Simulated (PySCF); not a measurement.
## Assignment exercise: C6H6FN

Bonds: C1-C2 1.197 Å, C2-C3 1.440 Å, C3-C4 1.548 Å, C4-C5 1.538 Å, C5-F6 1.368 Å, C5-C7 1.512 Å, C7-N8 1.242 Å, C7-C3 1.534 Å. C1 carries H9; C3 carries H10; C4 carries H11, H12; C5 carries H13; N8 carries H14.

PySCF 2.14.0 with density-fitted response routines calculation with GIAO PBE0/pcSseg-1 shieldings and geometry: GFN2-xTB; no relativistic terms, gas phase, one computed conformer.

Referencing at the same level of theory: 13C (σ = 186.93 ppm), 1H (σ = 31.72 ppm) against TMS.

Q: Assign these signals to the numbered atoms. 13C{1H} NMR (computed): δ 179.2 (C), 94.7 (CH), 85.4 (C), 79.0 (CH), 34.6 (CH), 34.1 (CH2).

A: 
```tsv
δ (ppm)	atoms	environment	reason
179.2	C7	carbon bonded to 2 C, N	–
94.7	C5	carbon bonded to 2 C, F, H	–
85.4	C2	carbon bonded to 2 C	–
79.0	C1	carbon bonded to C, H	–
34.6	C3	carbon bonded to 3 C, H	–
34.1	C4	carbon bonded to 2 C, 2 H	–
```

C3 and C4 lie closer than the usual error of such a calculation, so a measured spectrum could show them in the other order.

Q: Assign these signals to the numbered atoms. 1H NMR (400 MHz, computed): δ 11.75 (br s, 1H), 5.62 (m, 1H), 3.13 (m, 1H), 2.70 (m, 1H), 2.32 (m, 1H), 1.79 (d, 1H).

A: 
| δ (ppm) | atoms | environment | reason |
| --- | --- | --- | --- |
| 11.75 | H14 | hydrogen on a nitrogen bonded to C | – |
| 5.62 | H13 | hydrogen on a carbon bonded to 2 C, F | – |
| 3.13 | H10 | hydrogen on a carbon bonded to 3 C | – |
| 2.70 | H12 | hydrogen on a carbon bonded to 2 C | – |
| 2.32 | H11 | hydrogen on a carbon bonded to 2 C | – |
| 1.79 | H9 | hydrogen on a carbon bonded to C | – |

Exchangeable OH/NH protons stand at their gas-phase positions; hydrogen bonding in a real sample shifts them, mostly to higher δ. Splittings by 19F in the carbon and heteronuclear signals aren't shown, as no couplings were computed. Shifts are as computed. Against solution values, carbons near 30 ppm lie about +3 ppm off and those near 130 ppm about +5 ppm (rms about the fit 2.1 ppm; single classes can miss by 10 ppm). Of 1328 compounds with measured shifts, 309 miss one by over three times the rms of a fit or turn the order of signals round; such compounds aren't used in these exercises. Signals without a measured value on file couldn't be tested in this way; 1H shifts scatter by 0.2 ppm about their fit, and single ones miss by 0.5 ppm. Multiplicities follow the n + 1 count of equivalent neighbours, as no J values were calculated; m marks all less simple cases, F and P coupling included.
